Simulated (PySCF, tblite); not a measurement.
Isomers of C5H7N3O2, one GFN2-xTB conformer each. Single-point energies are computed at PBE0/pcSseg-1 (PySCF, gas phase, no added dispersion term), electronic only.

Problem. Rank them by PBE0/pcSseg-1 energy, lowest first (kcal/mol).
A. `[CH3:1][O:2][C:3](=[O:4])[c:5]1[n:6][n:7][cH:8][n:9]1[CH3:10]` with C1–O2–C3–O4 0°, O2–C3–C5–N6 0°
B. `[CH3:1][O:2][C:3](=[O:4])[c:5]1[n:6][cH:7][n:8][n:9]1[CH3:10]` with C1–O2–C3–O4 0°, O2–C3–C5–N6 0°
C. `[CH3:1][O:2][C:3](=[O:4])[c:5]1[n:6][nH:7][n:8][c:9]1[CH3:10]` with C1–O2–C3–O4 0°, O2–C3–C5–N6 0°

Solution. B (0.0), C (6.7), A (8.2).

Neighbours under 2.5 kcal/mol apart (COC(=O)c1n[nH]nc1C and COC(=O)c1nncn1C) can change places with a better method, another conformer or zero-point energy. GFN2-xTB itself gives, in the same order: 0.0, 14.9, 4.7. Both levels put the same isomer lowest; measured from each level's own lowest isomer, the values differ by up to 8.2 kcal/mol (COC(=O)c1n[nH]nc1C: 14.9 against 6.7).

Problem. Which frontier levels, dipoles and rotational constants go with these structures?

Solution. 
| SMILES | HOMO (eV, PBE0/pcSseg-1) | LUMO (eV) | dipole (D) | A, B, C (MHz) |
| --- | --- | --- | --- | --- |
| COC(=O)c1ncnn1C | -7.89 | -1.47 | 1.70 | 2806, 1022, 756.3 |
| COC(=O)c1n[nH]nc1C | -7.92 | -1.10 | 1.34 | 2680, 995.3, 732.3 |
| COC(=O)c1nncn1C | -7.39 | -1.34 | 4.16 | 2740, 1029, 755.2 |

Problem. What happens when harmonic zero-point energies from GFN2-xTB frequencies are added?

Solution. 
```json
{"SMILES": "COC(=O)c1ncnn1C", "ZPE (kcal/mol)": "78.9", "electronic (kcal/mol)": "0.0", "with ZPE (kcal/mol)": "0.0"}
{"SMILES": "COC(=O)c1n[nH]nc1C", "ZPE (kcal/mol)": "78.8", "electronic (kcal/mol)": "6.7", "with ZPE (kcal/mol)": "6.6"}
{"SMILES": "COC(=O)c1nncn1C", "ZPE (kcal/mol)": "78.7", "electronic (kcal/mol)": "8.2", "with ZPE (kcal/mol)": "8.0"}
```

The zero-point energies span 0.2 kcal/mol. The order is unchanged.
